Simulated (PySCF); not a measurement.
Molecule: SMILES C(=C)BOC, C3H7BO.

Geometry:
```csv
atom,x (Å),y (Å),z (Å)
C1,2.707,-0.021,0.061
C2,1.515,-0.633,0.110
B3,0.188,0.170,0.061
O4,-0.985,-0.492,0.112
C5,-2.230,0.151,0.063
H6,2.778,1.071,-0.013
H7,3.657,-0.566,0.092
H8,1.489,-1.728,0.183
H9,0.191,1.386,-0.024
H10,-2.796,-0.212,-0.809
H11,-2.805,-0.093,0.970
H12,-2.122,1.246,-0.009
```

Spin–spin couplings on one PBE0-D3(BJ)/def2-SVP geometry, PySCF 2.14, gas phase, non-relativistic, equivalent pairs averaged (spin–dipole term only in couplings to heteroatoms); isotopes $^{13}$C, $^{1}$H, $^{11}$B; functional B3LYP.

Q: How do the couplings (Hz) change with the basis set? Times are CPU seconds on shared hosts with different chips, so compare them loosely. Far from the basis limit: 6-31G*, pcJ-0, def2-TZVP, cc-pVTZ.

A: 
| basis set | functions | $^{1}J$(C1,H6) | $^{1}J$(C1,H7) | $^{1}J$(B3,H9) | $^{1}J$(C5,H10) | $^{1}J$(C2,H8) | $^{1}J$(C2,B3) | $^{1}J$(C1,C2) | core-s |
| --- | --- | --- | --- | --- | --- | --- | --- | --- | --- |
| 6-31G* | 84 | 166.6 | 163.4 | 153.8 | 151.8 | 151.1 | 86.0 | 75.2 | 5.6 |
| pcJ-0 | 86 | 144.6 | 143.3 | 131.9 | 124.9 | 131.7 | 65.9 | 45.3 | 6.5 |
| def2-TZVP | 197 | 157.9 | 155.7 | 137.3 | 140.1 | 141.8 | 81.5 | 63.0 | 21 |
| pcJ-1 | 205 | 166.1 | 164.5 | 142.1 | 148.0 | 149.6 | 78.9 | 65.1 | 20 |
| cc-pVTZ | 248 | 148.9 | 148.5 | 136.0 | 131.1 | 134.3 | 70.2 | 67.8 | 29 |

The Fermi-contact term samples the wavefunction at the nucleus, which is why sets with added tight s functions (names with J) are made for couplings.
